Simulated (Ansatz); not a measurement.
Relaxation of FH3SiTe (6 atoms, charge 0, multiplicity 1), to a largest force component of 0.015 eV/Å in at most 40 steps.

Level of theory: RKS revPBE-D4/def2-SVP (Ansatz 0.2.0).

```xyz
6
Properties=species:S:1:pos:R:3:forces:R:3
F -1.726 0.123 0.233 -0.89 0.06 0.97
Si -0.322 -0.099 -0.529 0.07 -0.04 -0.08
Te 1.473 -0.688 1.066 -0.05 0.00 1.11
H -0.557 -1.228 -1.404 0.02 -0.74 -0.82
H -0.146 1.158 -1.233 0.47 0.76 -0.60
H 2.569 -0.798 -0.153 0.37 -0.03 -0.58
```

Where does it end, and by what steps?

It converged. The force dipped under the threshold on the way, but the program's further checks kept it going. After 24 steps the energy has fallen by 0.254 eV; H6 moved furthest, 1.20 Å.

| step | energy less start (eV) | largest force component (eV/Å) | accepted |
| --- | --- | --- | --- |
| 0 | 0.0000 | 1.109 | yes |
| 1 | -0.0925 | 1.234 | yes |
| 2 | -0.1372 | 0.829 | yes |
| 3 | -0.1634 | 0.154 | yes |
| 4 | -0.1648 | 0.023 | yes |
| 5 | -0.1650 | 0.005 | yes |
| 6 | -0.1652 | 0.041 | yes |
| 7 | -0.1653 | 0.049 | yes |
| 8 | -0.1552 | 0.474 | no |
| 9 | -0.1661 | 0.026 | yes |
| 10 | -0.1672 | 0.109 | yes |
| 11 | -0.1637 | 0.429 | no |
| 12 | -0.1709 | 0.061 | yes |
| 13 | -0.1738 | 0.115 | yes |
| 14 | -0.1763 | 0.289 | yes |
| 15 | -0.1812 | 0.207 | yes |
| 16 | -0.2034 | 0.073 | yes |
| 17 | -0.1923 | 0.624 | no |
| 18 | -0.2149 | 0.070 | yes |
| 19 | -0.2248 | 0.181 | yes |
| 20 | -0.2297 | 0.470 | yes |
| 21 | -0.2519 | 0.110 | yes |
| 22 | -0.2537 | 0.067 | yes |
| 23 | -0.2467 | 0.178 | no |
| 24 | -0.2543 | 0.010 | yes |

```xyz
6
Properties=species:S:1:pos:R:3
F -1.553 -0.410 0.350
Si -0.291 0.024 -0.614
Te 1.901 0.018 0.607
H -0.251 -0.946 -1.757
H -0.510 1.438 -1.066
H 1.996 -1.656 0.460
```

The run took 51 s on 1 thread of Arm Neoverse V2, on a shared host, peak memory 0.14 GiB.
